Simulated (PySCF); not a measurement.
# State search for SnS

Unrestricted PBE0; Sn x2c-SVPall, S x2c-SVPall; spin-free X2C with a Gaussian nucleus (PySCF 2.14). Outer shells of the fragments: Sn 4d10 5s2 5p2; S 3s2 3p4.

Followed along the bond (rough minima from three points):

| 2Ms+1 | unpaired | ⟨S²⟩ at the start | R at minimum (Å) | Te (eV) |
| --- | --- | --- | --- | --- |
| 1 | none | 0.00 | 2.22 | 0.00 |
| 3 | π ↑↑ | 2.01 | none in the scan | ≤ 2.17 |
| 5 | σ ↑, π ↑↑↑ | 6.01 | none in the scan | ≤ 4.78 |

Solutions found at the starting distance of 2.335 Å, counted from the lowest of them; the search is not exhaustive and high or unbound solutions are not listed, so other states can lie among these:

```tsv
2Ms+1	unpaired	term	E (eV)	⟨S²⟩	⟨Lz²⟩	μ (D)
1	none	¹Σ⁺	0.00	0.00	0.00	-3.60
3	π ↑↑	mixed	2.15	2.01	2.01	-0.96
3	π ↑↑	mixed	2.44	2.01	2.01	-1.17
1	π ↑↓	mixed	2.49	1.01	2.01	-1.24
3	σ ↑, π ↑	³Π	2.71	2.01	1.01	-2.86
5	σ ↑, π ↑↑↑	⁵Π	4.92	6.01	1.00	0.17
```

A term symbol is given only where ⟨S²⟩ and ⟨Lz²⟩ are close to those of a pure state; real π, δ and φ orbitals otherwise mix terms. A positive dipole means Sn(−)S(+).

The measured ground state is X ¹Σ+ (Huber and Herzberg, Constants of Diatomic Molecules (1979)).

Spin–orbit coupling is left out. Counting both spins, an empty level lies below a filled one in some of these solutions, because spin and occupation are held.
